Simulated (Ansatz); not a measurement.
CrP3H9Br3⁻, that is fac-CrBr3(PH3)3 with one electron more. Total charge -1; quintet. Geometry PBE0-D4/def2-SVP, that of the neutral quartet; atoms count from 1.

```csv
atom,x (Å),y (Å),z (Å)
Cr1,0.842,-0.055,-0.471
Br2,2.563,1.501,0.282
P3,-1.052,-1.481,-0.996
H4,-2.283,-0.927,-1.445
H5,-1.566,-2.390,-0.029
H6,-0.778,-2.371,-2.055
Br7,1.964,-2.217,-0.353
P8,-0.503,1.966,-0.418
H9,0.090,3.026,-1.135
H10,-0.788,2.622,0.812
H11,-1.811,1.982,-0.978
Br12,0.724,0.373,-2.869
P13,0.650,-0.426,1.921
H14,1.890,-0.732,2.519
H15,-0.146,-1.487,2.434
H16,0.204,0.614,2.783
```

Problem. Estimate the Mulliken populations from the PBE0/def2-TZVP orbitals of Ansatz.

Solution. 
```tsv
atom	charge (e)	spin (α − β)	d electrons
Cr1	0.12	3.89	4.93
Br2	-0.49	0.07	–
P3	-0.11	0.01	–
H4	0.04	0.00	–
H5	0.04	0.01	–
H6	0.11	0.01	–
Br7	-0.44	-0.01	–
P8	-0.07	-0.08	–
H9	0.11	0.01	–
H10	0.05	0.00	–
H11	0.05	0.00	–
Br12	-0.49	0.07	–
P13	-0.11	0.01	–
H14	0.11	0.01	–
H15	0.04	0.01	–
H16	0.04	0.00	–
```
Mulliken values depend strongly on the basis.

Problem. Where does the spin sit?

Solution. Summed by element: Cr 3.89, Br 0.13, P -0.06, H 0.05, of 4 unpaired in all. Largest on single atoms: Cr1 3.89, P8 -0.08, Br12 0.07.

Problem. And the Mayer bond orders between heavy atoms (over 0.3)?

Solution. Cr1–Br2 0.72 (2.44 Å); Cr1–P3 0.44 (2.43 Å); Cr1–Br7 0.79 (2.44 Å); Cr1–P8 0.53 (2.43 Å); Cr1–Br12 0.72 (2.44 Å); Cr1–P13 0.44 (2.43 Å).
